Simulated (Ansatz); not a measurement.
```yaml
crystal:
  periodic: [false, false, false]
  atoms:
    - {symbol: Hf, position_ang: [0.490845, -1.601803, -0.954978]}
    - {symbol: Hf, position_ang: [1.021375, 1.164070, 0.131136]}
    - {symbol: Hf, position_ang: [-1.414205, 0.118102, 0.633668]}
    - {symbol: O, position_ang: [-1.341049, -1.651616, -0.230752]}
    - {symbol: O, position_ang: [1.923578, -0.249913, -0.903741]}
    - {symbol: O, position_ang: [0.120040, 0.580011, 1.788922]}
    - {symbol: O, position_ang: [-0.800594, 1.641149, -0.464254]}
basis:
  gaussian: {orbitals: def2-mTZVPP, final_grid: {core_spheres: 20, valence_spheres: 16, degree: 47}}
total_charge: 1
magnetization: {spin_polarized: true, initial_magnetization: 1}
hamiltonian: {xc: {name: PBE0}, dispersion: d3bjatm}
scf: {omitted_lower_state_checks: [starts]}
output: {forces: true}
```

```sh
$ ansatz run in.yaml --threads 4 --pin off --events-out ev --progress --plain --max-ram 8704MiB
```

Shortened log:

```
Functional definition: PBE0
1783 factors; their error is unknown
mean field evaluation 1: about -12051.0240 eV, gradient 1.2e2 eV
mean field evaluation 2: about -11402.4608 eV, gradient 3.2e2 eV
mean field evaluation 4: about -12070.4044 eV, gradient 7.9e1 eV
mean field evaluation 8: about -12103.3310 eV, gradient 1.1e0 eV
mean field evaluation 16: about -12103.4050 eV, gradient 1.1e-2 eV
mean field -12103.40502488 eV, -444.7919306818 hartree, gradient 2.0e-5 eV, S^2 0.757372; 0 other end points of the search recorded, 0 dependent functions left out
reference -12103.40507584 eV, -444.7919325543 hartree; 34, 33 occupied and 170, 171 virtual orbitals, 1783 factors
Total energy: -12103.62482346 eV, -444.8000081306 hartree
Atom 0 at     0.490845    -1.601803    -0.954978 Å, force    -0.064279     0.210446     0.124908 eV/Å
Atom 1 at     1.021375     1.164070     0.131136 Å, force    -0.082256    -0.103992    -0.014526 eV/Å
Atom 2 at    -1.414205     0.118102     0.633668 Å, force     0.119574    -0.017036    -0.057738 eV/Å
Atom 3 at    -1.341049    -1.651616    -0.230752 Å, force     0.130388     0.070010    -0.019351 eV/Å
Atom 4 at     1.923578    -0.249913    -0.903741 Å, force    -0.137844    -0.045522     0.034875 eV/Å
Atom 5 at     0.120040     0.580011     1.788922 Å, force    -0.021375    -0.012299    -0.129281 eV/Å
Atom 6 at    -0.800594     1.641149    -0.464254 Å, force     0.055791    -0.101607     0.061114 eV/Å
Dipole moment:     0.000527    -0.001483    -0.000585 e Å
Checks for a lower state left out: starts
```

It took 24 s on 4 threads of Arm Neoverse V1 on a shared host, peak host memory 1.1 GiB.

In the def2 sets Hf takes a core potential; there is no spin–orbit coupling.

The dipole of an ion depends on the origin.
